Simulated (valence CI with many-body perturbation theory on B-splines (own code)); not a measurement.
Energy levels of Ho⁵²⁺

Calculated by configuration interaction combined with many-body perturbation theory (CI+MBPT): five valence electrons over a frozen Dirac-Fock core [Ne], radial functions for each j: 9 s, 9 p, 8 d, 6 f, 3 g, 1 h, with the one-electron correlation potential Σ1, the two-electron term Σ2, the three-electron term Σ3, Breit, model QED; selected CI, second order for the rest, scaled by the run's own slope (own B-spline code, finite nucleus).

The last digits are not significant, and no measured levels were compared; by estimate large intervals hold to a few tenths of a per cent, small ones and those within an open d or f shell to about a per cent. Among the levels kept, up to 1300 cm⁻¹ of a level comes from second order outside the variational space, and about a tenth of that is noise between levels of different J, which matters for small intervals.

Levels 1 to 34 of 34, with energies above the lowest level, (3s^2 3p1/2^2 3p3/2) J=3/2. "Leading %" is the weight of the configuration and term that name the level; weights of strongly mixed levels are sums over their largest components and can fall short, so below about 35 % the name and the second component can differ from the true leading terms, or belong to a minority configuration. In the jj column 3d3/2^4 stands for four electrons in 3d with j = 3/2. Lifetimes count E1, E2, E3, M1 and M2 decay at the calculated energies, and are blank where another channel may lead or the interval is too uncertain; long ones can be off by a factor of two.

```
No.  Configuration  Term    J  E (Ry)  Leading %  Lifetime      g  Second component                     Leading jj
  1         3s²3p³   ²P°  3/2   0.000         47            1.354   26 % 3s²3p³ ²D°      3s^2 3p1/2^2 3p3/2 (99 %)
  2       3s²3p²3d    ²D  3/2  14.842         39    114 ps  0.778  35 % 3s²3p²3d ⁴F      3s^2 3p1/2^2 3d3/2 (99 %)
  3         3s²3p³   ⁴S°  3/2  15.360         54   11.0 ns  1.452   44 % 3s²3p³ ²D°      3s^2 3p1/2 3p3/2^2 (99 %)
  4         3s²3p³   ²D°  5/2  16.139         99   58.3 ns  1.189                        3s^2 3p1/2 3p3/2^2 (99 %)
  5         3s²3p³   ²P°  1/2  17.128         99   17.6 ns  0.651                        3s^2 3p1/2 3p3/2^2 (99 %)
  6       3s²3p²3d    ²D  5/2  19.360         31   7.60 ps  1.203  20 % 3s²3p²3d ⁴D      3s^2 3p1/2^2 3d5/2 (96 %)
  7          3s3p⁴    ⁴P  5/2  26.339         66   5.51 ps  1.459     25 % 3s3p⁴ ²D      3s 3p1/2^2 3p3/2^2 (91 %)
  8          3s3p⁴    ²P  3/2  28.301         32   2.10 ps  1.149     26 % 3s3p⁴ ²D      3s 3p1/2^2 3p3/2^2 (70 %)
  9          3s3p⁴    ²S  1/2  28.355         53   3.00 ps  2.086     26 % 3s3p⁴ ⁴P      3s 3p1/2^2 3p3/2^2 (85 %)
 10       3s²3p²3d    ⁴F  5/2  30.066         46    173 ps  0.956  46 % 3s²3p²3d ²F  3s^2 3p1/2 3p3/2 3d3/2 (98 %)
 11       3s²3p²3d    ⁴F  3/2  30.255         33   7.99 ps  0.908  29 % 3s²3p²3d ⁴D  3s^2 3p1/2 3p3/2 3d3/2 (93 %)
 12       3s²3p²3d    ⁴D  1/2  30.261         80    122 ps  0.207  13 % 3s²3p²3d ²P  3s^2 3p1/2 3p3/2 3d3/2 (99 %)
 13       3s²3p²3d    ²G  7/2  30.863         50   2.27 ns  1.033  27 % 3s²3p²3d ²F  3s^2 3p1/2 3p3/2 3d3/2 (97 %)
 14         3s²3p³   ²P°  3/2  32.609         51   4.27 ns  1.300   28 % 3s²3p³ ²D°            3s^2 3p3/2^3 (98 %)
 15       3s²3p²3d    ²D  5/2  32.766         34    629 fs  1.177  24 % 3s²3p²3d ²F  3s^2 3p1/2 3p3/2 3d3/2 (90 %)
 16       3s²3p²3d    ²D  3/2  33.363         26    355 fs  1.230  24 % 3s²3p²3d ⁴P  3s^2 3p1/2 3p3/2 3d3/2 (78 %)
 17       3s²3p²3d    ²P  1/2  33.364         39    491 fs  1.670  33 % 3s²3p²3d ⁴P  3s^2 3p1/2 3p3/2 3d3/2 (88 %)
 18       3s²3p²3d    ⁴D  7/2  33.831         47   1.42 ns  1.304  37 % 3s²3p²3d ⁴F  3s^2 3p1/2 3p3/2 3d5/2 (99 %)
 19       3s²3p²3d    ²P  3/2  34.525         44   9.41 ps  1.350  23 % 3s²3p²3d ⁴P  3s^2 3p1/2 3p3/2 3d5/2 (94 %)
 20       3s²3p²3d    ²G  9/2  34.676         61    757 ns  1.187  39 % 3s²3p²3d ⁴F  3s^2 3p1/2 3p3/2 3d5/2 (99 %)
 21       3s²3p²3d    ²F  5/2  34.790         34   9.56 ps  1.129  27 % 3s²3p²3d ²D  3s^2 3p1/2 3p3/2 3d5/2 (94 %)
 22       3s²3p²3d    ²F  7/2  36.256         58   3.29 ps  1.115  19 % 3s²3p²3d ²G  3s^2 3p1/2 3p3/2 3d5/2 (94 %)
 23       3s²3p²3d    ²D  5/2  36.266         40   1.91 ps  1.260  32 % 3s²3p²3d ⁴P  3s^2 3p1/2 3p3/2 3d5/2 (92 %)
 24       3s²3p²3d    ²D  3/2  36.813         61   4.08 ps  0.929  20 % 3s²3p²3d ²P  3s^2 3p1/2 3p3/2 3d5/2 (96 %)
 25       3s²3p²3d    ²P  1/2  37.057         54   2.86 ps  1.237  35 % 3s²3p²3d ²S  3s^2 3p1/2 3p3/2 3d5/2 (94 %)
 26        3s3p³3d   ⁴D°  5/2  40.835         28   33.4 ps  1.273  21 % 3s3p³3d ⁶D°  3s 3p1/2^2 3p3/2 3d3/2 (94 %)
 27        3s3p³3d   ⁶D°  3/2  40.980         26   17.8 ps  1.279  25 % 3s3p³3d ⁴D°  3s 3p1/2^2 3p3/2 3d3/2 (94 %)
 28        3s3p³3d   ⁴P°  1/2  41.101         44   35.4 ps  2.442  32 % 3s3p³3d ⁶D°  3s 3p1/2^2 3p3/2 3d3/2 (95 %)
 29        3s3p³3d   ⁴F°  7/2  41.470         24   35.9 ps  1.272  19 % 3s3p³3d ⁶D°  3s 3p1/2^2 3p3/2 3d3/2 (89 %)
 30          3s3p⁴    ⁴P  3/2  42.553         66   1.70 ps  1.472     18 % 3s3p⁴ ²D        3s 3p1/2 3p3/2^3 (86 %)
 31        3s3p³3d   ²D°  3/2  42.669         26   3.03 ps  1.001  14 % 3s3p³3d ⁴F°  3s 3p1/2^2 3p3/2 3d3/2 (80 %)
 32        3s3p³3d   ⁴G°  5/2  43.524         23   1.63 ps  0.876  21 % 3s3p³3d ²F°  3s 3p1/2^2 3p3/2 3d3/2 (82 %)
 33          3s3p⁴    ²D  5/2  43.664         63   1.73 ps  1.289     22 % 3s3p⁴ ⁴P        3s 3p1/2 3p3/2^3 (84 %)
 34        3s3p³3d   ⁴D°  1/2  43.787         44   1.46 ps  0.560  24 % 3s3p³3d ²P°  3s 3p1/2^2 3p3/2 3d3/2 (87 %)
```

The ionisation energy to 3s²3p² ³P0 of the next ion comes out as 4804.4 eV (NIST: 4802 ± 4 eV (theoretical)). All 34 levels together are meant to be complete up to 44.376 Ry.
